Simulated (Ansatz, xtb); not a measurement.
CH6SeSn: 3 structures ranked

3 gas-phase structures of CH6SeSn, from a drawn sample of its isomers (lower ones may exist). Each was relaxed with GFN2-xTB:

A. `C[Se][SnH3]`, a singlet
B. `[CH3][SnH2][SeH]`, a singlet
C. `[SeH][CH2][SnH3]`, a singlet

Problem. Make a reasoned guess at their ranking by r2SCAN-D4/def2-SVP single-point energy.

Solution. Calculated order at r2SCAN-D4/def2-SVP: B (0.0), A (8.8), C (32.8) kcal/mol.

Energies above the lowest of each column, in kcal/mol; the last columns are at PBE0-D4/def2-SVP geometries:

| structure | GFN2-xTB | HF/STO-3G | r2SCAN-D4/def2-SVP | PBE0-D4/def2-SVP | CCSD(T)/def2-SVP + ΔMP2/def2-TZVPP |
| --- | --- | --- | --- | --- | --- |
| B | 2.7 | 0.0 | 0.0 | 0.0 | 0.0 |
| A | 0.0 | 5.8 | 8.8 | 8.6 | 9.9 |
| C | 30.5 | 36.1 | 32.8 | 31.8 | 30.5 |

CCSD(T)/def2-SVP + ΔMP2/def2-TZVPP puts B lowest; GFN2-xTB picks A. Flexible structures stand in one conformer each, not always the lowest. Atoms past krypton carry core potentials in the def2 sets, without spin–orbit terms. ΔMP2 is the change of the MP2 energy from the smaller to the larger basis.

Programs: Ansatz 0.2.0, xtb 6.7.1.
